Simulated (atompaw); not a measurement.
**Reading a pseudo-wave (Tm (Z = 69))**

Columns: radius, all-electron u(r) and pseudo u(r) of the 5d shell (level -0.80 eV) of thulium in the configuration [Kr] 4d10 4f13 5s2 5p6 5d0 6s2 6p0; PBEsol, scalar-relativistic, PAW (atompaw) scheme, atompaw 4.2.0.5.

```tsv
r (bohr)	all-electron	pseudo
0.115	0.1218	0.0003
0.231	0.0035	0.0024
0.346	-0.1539	0.0080
0.462	-0.1867	0.0185
0.577	-0.1248	0.0348
0.692	-0.0235	0.0573
0.808	0.0845	0.0864
0.923	0.1821	0.1211
1.038	0.2647	0.1606
1.154	0.3322	0.2039
1.269	0.3846	0.2486
1.385	0.4251	0.2937
1.500	0.4549	0.3368
1.615	0.4764	0.3765
1.731	0.4913	0.4118
1.846	0.5007	0.4412
1.962	0.5060	0.4645
2.077	0.5079	0.4812
2.192	0.5074	0.4919
2.308	0.5050	0.4973
2.423	0.5012	0.4982
2.538	0.4963	0.4957
2.654	0.4907	0.4909
2.769	0.4847	0.4849
2.885	0.4782	0.4782
3.000	0.4714	0.4714
```

Q: How many radial nodes do the two functions have?

A: The all-electron 5d function has n − l − 1 = 2; the pseudo-wave has 0, since the states of the same l below it are removed with the core.

Q: Where does each function peak?

A: Outermost all-electron maximum near 2.08 bohr, pseudo maximum near 2.42 bohr (to the table’s step).

Q: Is the pseudo-wave norm-conserving?

A: No, it belongs to a PAW set: the norm inside the radius is not constrained, and the difference is carried by the augmentation charge.
